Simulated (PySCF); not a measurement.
A PySCF script (with the pyscf-properties extension) for the NMR shieldings of SMILES CC(C)[C@H]1CS[SiH2]1, C$_{5}$H$_{12}$SSi, on a GFN2-xTB geometry:

```python
import basis_set_exchange as bse
import numpy as np
from pyscf import gto, dft
from pyscf.prop import nmr

atoms = """
C     1.252519   -1.467238    0.122133
C     0.695159   -0.132461   -0.363989
C     1.734893    0.971615   -0.171757
C    -0.596568    0.200869    0.381371
C    -1.319725    1.456498   -0.126604
S    -3.076771    0.907100   -0.172834
Si   -2.094278   -0.970426    0.185083
H     2.168912   -1.713337   -0.409224
H     0.534084   -2.268913   -0.038009
H     1.476895   -1.416583    1.185758
H     0.471166   -0.215407   -1.434371
H     1.355052    1.928999   -0.520869
H     1.992624    1.069080    0.881197
H     2.642158    0.740295   -0.725852
H    -0.351233    0.335954    1.439879
H    -1.029427    1.726942   -1.140395
H    -1.230820    2.329556    0.516293
H    -2.550613   -1.654427    1.385527
H    -2.083831   -1.818868   -1.000800
"""
names = dict.fromkeys(["C", "S", "Si", "H"], "pcSseg-1")
basis = {el: gto.basis.parse(bse.get_basis(n, elements=[el], fmt="nwchem")) for el, n in names.items()}
mol = gto.M(atom=atoms, basis=basis, charge=0, verbose=0)
mf = dft.RKS(mol, xc="PBE0")
mf.grids.level = 2
mf.grids.alignment = dft.numint.BLKSIZE   # the property module wants whole blocks of grid points
mf.conv_tol = 1e-9
mf.kernel()

calc = nmr.RKS(mf)   # GIAO
C = mf.mo_coeff
Co = C[:, mf.mo_occ > 0]
resp = mf.gen_response(singlet=True, hermi=2)
def vind(x):   # induced exchange potential for any number of trial vectors
    d = np.einsum("pi,xij,qj->xpq", C, 2 * x.reshape(-1, C.shape[1], Co.shape[1]), Co, optimize=True)
    return np.einsum("xpq,pi,qj->xij", resp(d - d.transpose(0, 2, 1)), C, Co, optimize=True).ravel()
mo1, _ = nmr.rhf.solve_mo1(calc, with_cphf=vind)
sigma = calc.kernel(mo1)
for i, s in enumerate(sigma):   # ppm
    w = np.linalg.eigvalsh((s + s.T) / 2)
    print("%2d %-2s iso %8.1f  s11 %8.1f  s22 %8.1f  s33 %8.1f" % (i, mol.atom_pure_symbol(i), w.mean(), *w))
```

**Question.** Give the expected output.

**Answer.** 
```
 0 C  iso    163.3  s11    148.7  s22    153.5  s33    187.6
 1 C  iso    149.6  s11    139.4  s22    148.0  s33    161.4
 2 C  iso    164.9  s11    145.7  s22    161.8  s33    187.2
 3 C  iso    145.1  s11    112.3  s22    147.6  s33    175.3
 4 C  iso    149.0  s11    128.0  s22    142.9  s33    176.1
 5 S  iso    694.7  s11    493.1  s22    637.7  s33    953.1
 6 Si iso    363.0  s11    322.6  s22    366.5  s33    399.8
 7 H  iso     30.7  s11     26.3  s22     27.9  s33     37.9
 8 H  iso     30.9  s11     26.1  s22     30.1  s33     36.5
 9 H  iso     31.3  s11     28.0  s22     29.2  s33     36.7
10 H  iso     30.0  s11     27.3  s22     28.8  s33     33.9
11 H  iso     30.5  s11     25.3  s22     30.1  s33     35.9
12 H  iso     31.5  s11     28.1  s22     29.2  s33     37.1
13 H  iso     30.7  s11     26.3  s22     27.9  s33     38.0
14 H  iso     29.6  s11     27.1  s22     30.9  s33     30.9
15 H  iso     28.4  s11     23.3  s22     29.1  s33     32.8
16 H  iso     28.3  s11     23.0  s22     27.8  s33     34.1
17 H  iso     26.3  s11     23.2  s22     24.0  s33     31.8
18 H  iso     26.3  s11     23.4  s22     24.8  s33     30.6
```

These numbers come from an equivalent density-fitted implementation of the same equations, which agrees with the script to about 0.01 ppm for H and up to a few tenths of a ppm for heavy atoms, so last digits may differ.

**Question.** Turn these shieldings into chemical shifts. Chemical shifts δ = σref − σ; TMS for 13C (σref 186.93), 29Si (σref 349.16), 1H (σref 31.72); CS2 for 33S (σref 503.73), all at this level.

**Answer.** Averaging equivalent atoms: C 3: 41.8; C 4: 37.9; C 1: 37.3; C 0: 23.7; C 2: 22.1; S 5: -191; Si 6: -13.8; H 18: 5.44; H 17: 5.38; H 16: 3.41; H 15: 3.30; H 14: 2.10; H 10: 1.69; H 11/12/13: 0.82; H 7/8/9: 0.75 ppm. 

Size and cost of the density-fitted run: 193 basis functions, 61 s wall time on 1 thread of an Arm Neoverse N1, shared host; peak memory 0.87 GiB.
